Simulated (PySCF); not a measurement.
# TlPb at UHF-CCSD

Level: UHF-CCSD. Tl cc-pVDZ-PP with ECP60, Pb cc-pVDZ-PP with ECP60; scalar-relativistic core potentials (PySCF 2.14).

```json
{
 "state": "⁴Σ⁻ (quartet), unpaired electrons σ ↑, π ↑↑",
 "bond length": "3.001 Å",
 "harmonic wavenumber": "104 cm⁻¹",
 "force constant": "0.655 mdyn/Å",
 "rotational constant Be": "0.01813 cm⁻¹",
 "anharmonicity ωexe": "0.182 cm⁻¹",
 "vibration–rotation constant αe": "4.64e-05 cm⁻¹",
 "well depth De to Tl + Pb": "149 kJ/mol",
 "dissociation energy D0": "149 kJ/mol"
}
```

Correlated steps freeze 8 core orbitals. Correlated levels converge slowly with the basis: in double zeta they bind strong bonds too weakly, by up to about 1 eV, and carry superposition errors of some tenths. Spin–orbit coupling is left out, which matters for elements this heavy, above all for dissociation energies. The state is the lowest determinant that a PBE0 search found; another state may lie lower at other levels.
